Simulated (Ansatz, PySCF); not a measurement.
Reaction (SMILES): FCC(F)(F)F [1,1,1,2-tetrafluoroethane] + 4 C (CH4) → CC (C2H6) + 4 CF (CH3F)
Geometries: B3LYP-D3(BJ)/def2-TZVP minima from Ansatz (a program for electronic structure), one conformer each, not searched for the lowest. Frequencies are from Ansatz or PySCF.

Property: bond separation energy (0 K, with B3LYP-D3(BJ) harmonic zero-point energies), in kJ/mol. Correlated levels leave the core frozen unless marked. No spin-orbit coupling. No relativistic terms. Basis-set limits of correlation are two-point, X^-3; Hartree-Fock from the larger set. [CCSD(T)-MP2]/basis is that difference in the basis named.

```csv
level,program,bond separation energy (kJ/mol)
PBE0/def2-TZVPD,Ansatz,179.1
B2GP-PLYP-D3(BJ)/def2-TZVPD,Ansatz + dftd3,176.3
MP2/STO-3G,Ansatz,166.4
MP2/cc-pVDZ,Ansatz,218.8
RI-MP2/aug-cc-pVTZ,Ansatz,184.0
"RI-MP2/CBS(cc-pVTZ,cc-pVQZ)+[CCSD(T)-MP2]/cc-pVDZ",Ansatz,177.7
"RI-MP2/CBS(cc-pVTZ,cc-pVQZ)+[CCSD(T)-MP2]/cc-pVTZ",Ansatz,182.4
```
